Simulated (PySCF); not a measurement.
Spectrum to structure. Method: TDDFT wB97X-D/def2-SVPD, vertical, gas phase, core orbitals frozen in the response in PySCF. Geometries: GFN2-xTB, one conformer each.

```json
{"state": "S1", "E (eV)": "3.29", "λ (nm)": "376.7", "f": "0.0019"}
{"state": "S2", "E (eV)": "5.17", "λ (nm)": "240.0", "f": "0.040"}
{"state": "S3", "E (eV)": "5.78", "λ (nm)": "214.5", "f": "0.0052"}
{"state": "S4", "E (eV)": "6.61", "λ (nm)": "187.5", "f": "0.0076"}
{"state": "S5", "E (eV)": "6.72", "λ (nm)": "184.5", "f": "0.115"}
{"state": "S6", "E (eV)": "6.98", "λ (nm)": "177.7", "f": "0.021"}
{"state": "S7", "E (eV)": "7.01", "λ (nm)": "176.8", "f": "0.0082"}
{"state": "S8", "E (eV)": "7.40", "λ (nm)": "167.6", "f": "0.020"}
```

Orbital energies (eV): HOMO-3 -12.08, HOMO-2 -11.56, HOMO-1 -9.57, HOMO -8.77, LUMO 0.11, LUMO+1 1.43, LUMO+2 2.15.

Problem. Which candidate is it? All have the formula C5H7FO2Si.
A. `C[C@@]1(F)C=CO[SiH2]C1=O`
B. `COC1=C[Si@@H](O)C=C1F`
C. `FCC#C[SiH]1OCCO1`

Solution. A. Its S1, at 3.29 eV, is the lowest among the candidates; the nearest of the others has S1 at 4.23 eV. S1 is HOMO→LUMO (84%), HOMO-1→LUMO (11%). Löwdin shares by element: HOMO oxygen 42%, carbon 23% or more (atoms not listed hold the other 34%); LUMO carbon 39% or more, oxygen 30% or more, silicon 10% (atoms not listed hold the other 21%). At the same level the other candidates give, for their lowest levels:
- `FCC#C[SiH]1OCCO1`: 5.74 eV (f 0.000); 6.18 eV (f 0.001); 6.34 eV (f 0.001); 7.13 eV (f 0.031); 7.26 eV (f 0.017); T1 4.98 eV; HOMO -9.91, LUMO 1.05 eV
- `COC1=C[Si@@H](O)C=C1F`: 4.23 eV (f 0.026); 5.77 eV (f 0.002); 6.32 eV (f 0.184); 6.46 eV (f 0.006); 6.83 eV (f 0.016); T1 2.80 eV; HOMO -8.43, LUMO 0.20 eV
Triplets come from the Tamm–Dancoff approximation.
